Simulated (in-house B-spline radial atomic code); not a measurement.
Ionisation energies along the 67-electron series, configuration 1s2 2s2 2p6 3s2 3p6 3d10 4s2 4p6 4d10 4f5/2(6) 4f7/2(7) 5s2 5p6, as differences of self-consistent energies. Dirac energy differences include first-order Breit, QED and recoil terms. NIST's values go from ground level to ground level; the uncertainty of those that are theory runs from under 0.1 % in few-electron ions to several per cent in heavy many-electron ones. Computed with a B-spline radial code for spherical atoms: Dirac-Hartree-Fock, jj configuration that fills j = l - 1/2 first, finite nuclei.

Some pairs differ by more than the removed electron.

A number in brackets counts the electrons of a j subshell.

| ion | configuration after | ionisation energy (eV) | IE/(q+1)² (eV) | -ε less Coulomb ΔSCF (eV) | Breit and QED recoil part (eV) | tabulated value (eV) | tabulated kind | computed minus tabulated (eV) |
| --- | --- | --- | --- | --- | --- | --- | --- | --- |
| Tm2+ | [Xe] 4f5/2(6) 4f7/2(6) | 20.31 | 2.2568 | 6.7715 | 0.14801 | 23.66 | semi-empirical | -3.35 |
| Yb3+ | [Xe] 4f5/2(6) 4f7/2(6) | 40.96 | 2.56 | 6.5381 | 0.17495 | 43.61 | semi-empirical | -2.65 |
| Lu4+ | [Xe] 4f5/2(6) 4f7/2(6) | 64.28 | 2.5713 | 6.382 | 0.19699 | 66.8 | semi-empirical | -2.52 |
| Hf5+ | [Kr] 4d10 4f5/2(6) 4f7/2(7) 5s2 5p1/2(2) 5p3/2(3) | 98.23 | 2.7285 | - | -0.084461 | 98 | tabulated theory | 0.23 |
| Ta6+ | [Kr] 4d10 4f5/2(6) 4f7/2(7) 5s2 5p1/2(2) 5p3/2(3) | 119.09 | 2.4304 | 0.72184 | -0.099049 | 119 | tabulated theory | 0.09 |
| W7+ | [Kr] 4d10 4f14 5s2 5p1/2(2) 5p3/2(2) | 140.20 | 2.1907 | - | -0.45007 | 141.2 | semi-empirical | -1.00 |

Task: How far is this level of theory from the measured and semi-empirical values?

Result: Over those 4 rows the differences run from -3.35 to -0.998 eV (mean absolute value 2.4 eV). The calculation leaves out correlation and, in open shells, the multiplet splittings that an average leaves out.
